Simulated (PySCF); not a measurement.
A GIAO shielding run with PySCF (density fitting, non-relativistic, gas phase) on SMILES CCBNC, C$_{3}$H$_{10}$BN:

```
$ OMP_NUM_THREADS=1 python probes_run.py task.json out

{"job": {"kind": "nmr", "xc": "B3LYP", "basis": "pcSseg-1", "pop": false}, "charge": 0, "multiplicity": 1}
C     -2.390055    -0.340762    -0.385908
C     -1.259730     0.639366    -0.070545
B      0.146251     0.171350    -0.615917
N      1.276122     0.110583     0.197213
C      2.608695    -0.282442    -0.182854
H     -3.371672     0.033373    -0.053705
H     -2.229712    -1.314299     0.104955
H     -2.459324    -0.535318    -1.468050
H     -1.225558     0.845043     1.014918
H     -1.486174     1.610902    -0.550211
H      0.282260    -0.150743    -1.781638
H      1.184372     0.371044     1.174091
H      2.950827    -1.175562     0.368291
H      2.624732    -0.521263    -1.254762
H      3.343953     0.520993    -0.003935
```

Hardware: 1 thread of an Arm Neoverse V1, shared host.

Question: How large is the calculation?

Answer: 40 electrons, 135 basis functions and 689 auxiliary functions.

Question: How long does it take, and how much memory does it need?

Answer: 9.8 s of wall time, with 13 SCF cycles and 4 response iterations; peak memory 0.69 GiB. Times on a shared host scatter by some tens of per cent.

Question: And these other runs on the same molecule and hardware: GIAO shielding at B97-D/pcSseg-1; GIAO shielding at BLYP/pcSseg-1; GIAO shielding at BP86/pcSseg-1; GIAO shielding at HF/pcSseg-1; GIAO shielding at KT2/pcSseg-1; GIAO shielding at KT3/pcSseg-1?

Answer: B97-D/pcSseg-1: 135 functions, 15 s; BLYP/pcSseg-1: 135 functions, 17 s; BP86/pcSseg-1: 135 functions, 16 s; HF/pcSseg-1: 135 functions, 8.1 s; KT2/pcSseg-1: 135 functions, 16 s; KT3/pcSseg-1: 135 functions, 16 s.
